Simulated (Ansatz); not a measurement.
A run for Ansatz (a program for electronic structure): R-PBE/def2-TZVPP on BiH3O (SMILES [OH][BiH2]), a point of a torsion scan. Elements past Kr take the def2 small-core potentials; no spin–orbit coupling.

Ansatz 0.2 input:
```yaml
crystal:
  periodic: [false, false, false]
  atoms:
    - {symbol: O, position_ang: [1.33495860, -0.41627135, -0.11853784]}
    - {symbol: Bi, position_ang: [-0.70599295, -0.21044976, 0.33747606]}
    - {symbol: H, position_ang: [1.80844333, 0.35583929, 0.18321526]}
    - {symbol: H, position_ang: [-0.39926467, -0.08126733, 2.08866335]}
    - {symbol: H, position_ang: [-0.65284484, 1.56905331, 0.26697817]}
basis:
  gaussian:
    orbitals: def2-TZVPP
hamiltonian:
  xc: {name: PBE}
scf: {lower_state_search: off}
```

Q: What total energy does the run end on?

A: -291.6265 hartree.
